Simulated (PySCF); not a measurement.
PySCF input (PW6B95/def2-TZVPD):

```python
from pyscf import gto, scf, dft

mol = gto.M(
    atom='''
    O     1.45095573   -0.26773759    0.00950262
    Si    0.00068057    0.30200535    0.00469886
    O    -1.45214674   -0.26077178   -0.01772562
    ''',
    basis='def2-tzvpd',
    charge=-1,
    spin=1,
    verbose=4,
)

mf = dft.UKS(mol, xc='pw6b95').density_fit(auxbasis='def2-universal-jkfit')
mf.grids.level = 3
mf.conv_tol = 1e-9
mf.max_cycle = 100
mf.max_memory = 1500
mf.kernel()
if not mf.converged:
    mf = mf.newton()
    mf.kernel(mf.make_rdm1())
for _ in range(2):
    mo, _, stable, _ = mf.stability(return_status=True)
    if stable:
        break
    mf.kernel(mf.make_rdm1(mo, mf.mo_occ))
mf.analyze()
```

End of the output:

```
Extra cycle  E= -440.522696365238  delta_E= -5.23e-12  |g|= 5.74e-06  |ddm|= 6.65e-06
converged SCF energy = -440.522696365238  <S^2> = 0.75382875  2S+1 = 2.0038251
uhf_internal: lowest eigs of H = [0.18764573 0.20476123 0.2433344 ]
<class 'pyscf.df.df_jk.DFUKS'> wavefunction is stable in the internal stability analysis
**** SCF Summaries ****
Total Energy =                        -440.522696365238062
Nuclear Repulsion Energy =              87.738488067296430
One-electron Energy =                 -791.226915825478955
Two-electron Energy =                  262.965731392944519
Two-electron Coulomb Energy =          301.756240168489228
DFT Exchange-Correlation Energy =      -38.790508775544694
HOMO-LUMO gap [eV] =                     2.994000981084621
**** MO energy ****
                             alpha | beta                alpha | beta
MO #1   energy= -66.2322895599252  | -66.2304284057278  occ= 1 | 1
MO #2   energy= -19.055236707869   | -19.0501855208205  occ= 1 | 1
MO #3   energy= -19.0552327896693  | -19.0501792677907  occ= 1 | 1
MO #4   energy= -5.15630965062682  | -5.15373161004669  occ= 1 | 1
MO #5   energy= -3.49293732894623  | -3.49118085263232  occ= 1 | 1
MO #6   energy= -3.49123761259676  | -3.48649142222653  occ= 1 | 1
MO #7   energy= -3.48542364722021  | -3.48407263934021  occ= 1 | 1
MO #8   energy= -0.758273325896971 | -0.743390810594312 occ= 1 | 1
MO #9   energy= -0.735110084376557 | -0.719809140768495 occ= 1 | 1
MO #10  energy= -0.249531438200016 | -0.22731633433181  occ= 1 | 1
MO #11  energy= -0.176277294247482 | -0.150421552160905 occ= 1 | 1
MO #12  energy= -0.154455411055896 | -0.143725476600404 occ= 1 | 1
MO #13  energy= -0.149714423979327 | -0.138389266093539 occ= 1 | 1
MO #14  energy= -0.106182272663498 | -0.103242189246281 occ= 1 | 1
MO #15  energy= -0.104273324292991 | -0.0941271095410756 occ= 1 | 1
MO #16  energy= -0.0270609449861112 | 0.0829665625757627 occ= 1 | 0
MO #17  energy= 0.15624837580661   | 0.168665825611482  occ= 0 | 0
MO #18  energy= 0.168516139566616  | 0.182848140426189  occ= 0 | 0
MO #19  energy= 0.181469044994294  | 0.185094827635214  occ= 0 | 0
MO #20  energy= 0.191584165036248  | 0.196360697489579  occ= 0 | 0
MO #21  energy= 0.223654055988308  | 0.229867189360113  occ= 0 | 0
MO #22  energy= 0.227711133933015  | 0.232440963390181  occ= 0 | 0
MO #23  energy= 0.241760865081994  | 0.245932009088032  occ= 0 | 0
MO #24  energy= 0.244653922817102  | 0.246491457264252  occ= 0 | 0
MO #25  energy= 0.24671290484335   | 0.246758129346704  occ= 0 | 0
MO #26  energy= 0.270005273590672  | 0.271484757113309  occ= 0 | 0
MO #27  energy= 0.28179930115412   | 0.285816439942309  occ= 0 | 0
MO #28  energy= 0.307341198104016  | 0.31189909248462   occ= 0 | 0
MO #29  energy= 0.339963989497171  | 0.339248392922978  occ= 0 | 0
MO #30  energy= 0.349489904921863  | 0.355526874507142  occ= 0 | 0
MO #31  energy= 0.373282746582754  | 0.377914936380461  occ= 0 | 0
MO #32  energy= 0.406657789256273  | 0.413353659488452  occ= 0 | 0
MO #33  energy= 0.44209849162043   | 0.45237392763834   occ= 0 | 0
MO #34  energy= 0.459054296828743  | 0.470130780312574  occ= 0 | 0
MO #35  energy= 0.483274226873045  | 0.499025710512076  occ= 0 | 0
MO #36  energy= 0.516035891943636  | 0.526624709878016  occ= 0 | 0
MO #37  energy= 0.524084684038145  | 0.532893572371026  occ= 0 | 0
MO #38  energy= 0.535123184253016  | 0.548711229079815  occ= 0 | 0
MO #39  energy= 0.561591637363457  | 0.565717511539711  occ= 0 | 0
MO #40  energy= 0.622733664442523  | 0.62899969439158   occ= 0 | 0
MO #41  energy= 0.646862052566325  | 0.648091832336477  occ= 0 | 0
MO #42  energy= 0.658453077194409  | 0.666957054565526  occ= 0 | 0
MO #43  energy= 0.665784915455101  | 0.667604837564569  occ= 0 | 0
MO #44  energy= 0.666027787962657  | 0.675472257697388  occ= 0 | 0
MO #45  energy= 0.695058776492041  | 0.697842861944846  occ= 0 | 0
MO #46  energy= 0.696830079378524  | 0.699205324506222  occ= 0 | 0
MO #47  energy= 0.698131192908322  | 0.701274943669967  occ= 0 | 0
MO #48  energy= 0.7108373174456    | 0.71590724590373   occ= 0 | 0
MO #49  energy= 0.775899837306568  | 0.783476780963987  occ= 0 | 0
MO #50  energy= 0.837196119033526  | 0.847402234486651  occ= 0 | 0
MO #51  energy= 0.873737702982821  | 0.88969643611358   occ= 0 | 0
MO #52  energy= 0.93879249699344   | 0.943713661637404  occ= 0 | 0
MO #53  energy= 0.976263362667838  | 0.97913730278669   occ= 0 | 0
MO #54  energy= 0.977036889113438  | 0.983894927139511  occ= 0 | 0
MO #55  energy= 1.00902675131399   | 1.01341719620249   occ= 0 | 0
MO #56  energy= 1.03259394201403   | 1.037888611315     occ= 0 | 0
MO #57  energy= 1.05745317014863   | 1.06351047497717   occ= 0 | 0
MO #58  energy= 1.09912216034771   | 1.10551320553962   occ= 0 | 0
MO #59  energy= 1.100560546189     | 1.10822498523621   occ= 0 | 0
MO #60  energy= 1.20093512758068   | 1.20460892636697   occ= 0 | 0
MO #61  energy= 1.23316898144556   | 1.24936025645424   occ= 0 | 0
MO #62  energy= 1.23462993993547   | 1.25097585650328   occ= 0 | 0
MO #63  energy= 1.27728621397882   | 1.28332606003865   occ= 0 | 0
MO #64  energy= 1.29324607261483   | 1.32457708609955   occ= 0 | 0
MO #65  energy= 1.29938396617626   | 1.32895676446435   occ= 0 | 0
MO #66  energy= 1.36475349025841   | 1.37098822987399   occ= 0 | 0
MO #67  energy= 1.40280672948435   | 1.41607043031683   occ= 0 | 0
MO #68  energy= 1.41878205730151   | 1.43981473999017   occ= 0 | 0
MO #69  energy= 1.47076558163436   | 1.48443580101038   occ= 0 | 0
MO #70  energy= 1.50454759240255   | 1.51855459815207   occ= 0 | 0
MO #71  energy= 1.65564337430764   | 1.67332268464827   occ= 0 | 0
MO #72  energy= 1.6946561279384    | 1.70664926805227   occ= 0 | 0
MO #73  energy= 1.7029756117792    | 1.72437302116722   occ= 0 | 0
MO #74  energy= 1.80142532020601   | 1.81294387700237   occ= 0 | 0
MO #75  energy= 1.99927691068614   | 2.00078072608098   occ= 0 | 0
MO #76  energy= 2.01812474233836   | 2.02509247604684   occ= 0 | 0
MO #77  energy= 2.02492990265722   | 2.03230928052851   occ= 0 | 0
MO #78  energy= 2.09786832746695   | 2.10149752286579   occ= 0 | 0
MO #79  energy= 2.18921104665529   | 2.19868535215915   occ= 0 | 0
MO #80  energy= 2.24493186932877   | 2.26168367978059   occ= 0 | 0
MO #81  energy= 2.31881081189552   | 2.32403340395903   occ= 0 | 0
MO #82  energy= 2.377247703511     | 2.38952194878654   occ= 0 | 0
MO #83  energy= 2.50621747684486   | 2.51659535717719   occ= 0 | 0
MO #84  energy= 2.53530688575926   | 2.54483123561117   occ= 0 | 0
MO #85  energy= 2.55605758222982   | 2.56813444418599   occ= 0 | 0
MO #86  energy= 3.04494823888301   | 3.04784183261199   occ= 0 | 0
MO #87  energy= 3.06185287541015   | 3.0663005040933    occ= 0 | 0
MO #88  energy= 3.11932566764531   | 3.12803865670431   occ= 0 | 0
MO #89  energy= 3.26954073661871   | 3.27591159699303   occ= 0 | 0
MO #90  energy= 3.28182656999571   | 3.28897902927784   occ= 0 | 0
MO #91  energy= 3.32403490614026   | 3.33404677889899   occ= 0 | 0
MO #92  energy= 3.85177093154425   | 3.86172435351039   occ= 0 | 0
MO #93  energy= 3.98169419587273   | 3.99420144633986   occ= 0 | 0
MO #94  energy= 5.37435219314041   | 5.37580456747343   occ= 0 | 0
MO #95  energy= 5.37467620336696   | 5.37618222840776   occ= 0 | 0
MO #96  energy= 5.378282796587     | 5.38278656087764   occ= 0 | 0
MO #97  energy= 5.3838165896286    | 5.38735848252439   occ= 0 | 0
MO #98  energy= 5.4230792765329    | 5.42634584963571   occ= 0 | 0
MO #99  energy= 5.42504929287788   | 5.43074053715796   occ= 0 | 0
MO #100 energy= 5.44309859333878   | 5.44576062031652   occ= 0 | 0
MO #101 energy= 5.47623283351713   | 5.4828219124431    occ= 0 | 0
MO #102 energy= 5.48655855116274   | 5.49642703714018   occ= 0 | 0
MO #103 energy= 5.54189692162304   | 5.55077258031818   occ= 0 | 0
MO #104 energy= 5.55130613949528   | 5.55619345246551   occ= 0 | 0
[...]
```
